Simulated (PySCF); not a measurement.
Bi⁵²⁺: ionisation energy

Bi⁵²⁺ [Ar] 3d10 4s2 4p1 (2P) → Bi⁵³⁺ [Ar] 3d10 4s2 (1S), as a difference of total energies. Calculation: PySCF 2.14, in an uncontracted even-tempered set (18 s from 6.6 bohr⁻², ratio 2.5; 14 p from 8.6 bohr⁻², ratio 2.5; 8 d from 15 bohr⁻², ratio 2.5; 4 f from 42 bohr⁻², ratio 2.7; 4 g from 63 bohr⁻², ratio 2.7); scalar relativity by spin-free X2C-1e. Correlated levels: outer shells: [Ne] frozen; virtual orbitals above 40 to 60 times the deepest correlated orbital energy dropped. The calculations carry no spin-orbit coupling.

```csv
method,ionisation energy (eV)
UHF,3020.7
LDA,3023.9
PBE,3023.3
PBE0,3022.9
r2SCAN,3022.8
BLYP,3024.1
BHandHLYP,3023.1
MP2 (outer shells),3021.8
SCS-MP2 (outer shells),3021.7
```

A first-order spin-orbit estimate (lowest level to lowest level, LS coupling) adds 108.7 eV.

Breit and QED terms and the two-electron picture change are absent.

First order in ζ underestimates the shift of j = l − 1/2 levels at high Z.

For comparison: 3151 ± 4 eV (theoretical estimate listed by NIST; NIST Atomic Spectra Database, ionization energies).
